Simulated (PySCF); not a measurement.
## Correlation energy of Se (selenium, neutral)

[Ar] 3d10 4s2 4p4, high-spin 3P determinant. Computed with PySCF 2.14 in cc-pVDZ-PP with ECP10MDF (4s3p2d, 23 functions), with scalar relativity through the core potential. Frozen: 3s2 3p6 3d10; 6 electrons correlated.

MP2 pair energies summed by pair of shells (mhartree):

| pair | energy | share (%) |
| --- | --- | --- |
| 4p-4p | -33.39 | 46.6 |
| 4s-4p | -31.83 | 44.4 |
| 4s-4s | -6.39 | 8.9 |

Total MP2 correlation energy: -71.61 mhartree.

Same-spin part -17.89 and opposite-spin part -53.72 mhartree; SCS-MP2 scales them by 1/3 and 6/5 to -70.43 mhartree.

```csv
level,correlation energy (mhartree)
CCSD,-87.12
(T),-0.86
CCSD(T),-87.98
```

Diagnostics: T1 = 0.0063, D1 = 0.0202, largest double amplitude 0.052.

Cost of the coupled-cluster step: 0.08 s of wall time on 1 thread of Neoverse-V2 (shared host), for 6 correlated electrons.

Iterations:

```
CC2 = 0
CCSD nocc = (np.int64(4), np.int64(2)), nmo = (14, 14)
frozen orbitals [[0, 1, 2, 3, 4, 5, 6, 7, 8], [0, 1, 2, 3, 4, 5, 6, 7, 8]]
max_cycle = 100
direct = 0
conv_tol = 1e-08
conv_tol_normt = 1e-06
diis_space = 8
diis_start_cycle = 0
Init t2, MP2 energy = -0.0716142609023814
Init E_corr(UCCSD) = -0.0716142609025554
cycle = 1  E_corr(UCCSD) = -0.0836563441595559  dE = -0.0120420833  norm(t1,t2) = 0.0365463
cycle = 2  E_corr(UCCSD) = -0.0861106272843234  dE = -0.00245428312  norm(t1,t2) = 0.0111919
cycle = 3  E_corr(UCCSD) = -0.0871390170385311  dE = -0.00102838975  norm(t1,t2) = 0.00412255
cycle = 4  E_corr(UCCSD) = -0.087120335737409  dE = 1.86813011e-05  norm(t1,t2) = 0.000430719
cycle = 5  E_corr(UCCSD) = -0.0871237480042362  dE = -3.41226683e-06  norm(t1,t2) = 0.000115454
cycle = 6  E_corr(UCCSD) = -0.0871231192814103  dE = 6.28722826e-07  norm(t1,t2) = 2.64972e-05
cycle = 7  E_corr(UCCSD) = -0.0871233150234023  dE = -1.95741992e-07  norm(t1,t2) = 4.20517e-06
cycle = 8  E_corr(UCCSD) = -0.0871232607622041  dE = 5.42611982e-08  norm(t1,t2) = 5.80273e-07
cycle = 9  E_corr(UCCSD) = -0.0871232674078587  dE = -6.64565462e-09  norm(t1,t2) = 8.73463e-08
UCCSD converged
E(UCCSD) = -371.9318087915095  E_corr = -0.08712326740785868
UCCSD(T) correction = -0.000859873495631717
```
